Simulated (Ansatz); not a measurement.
`F[C@@H]1[C@@H](F)C(F)(F)C(F)(F)[C@H]1F`, charge 0, multiplicity 1.

(1) Give a relaxed structure at PBE0-D4/def2-TZVP (Ansatz 0.2.0). (An estimate is asked.)

Answers

(1) Computed: 
Cartesian coordinates in Å:
```
F 1.117 0.169 2.192
C 0.883 -0.215 0.898
C -0.458 -0.920 0.760
F -0.382 -2.251 1.033
C -0.850 -0.648 -0.689
F -2.139 -0.878 -0.954
F -0.101 -1.400 -1.519
C -0.447 0.829 -0.866
F -1.402 1.588 -0.277
F -0.333 1.192 -2.140
C 0.856 0.985 -0.057
F 1.942 0.975 -0.881
H 1.683 -0.892 0.582
H -1.199 -0.460 1.421
H 0.831 1.926 0.498
```
This is one stationary point; other conformers may exist.
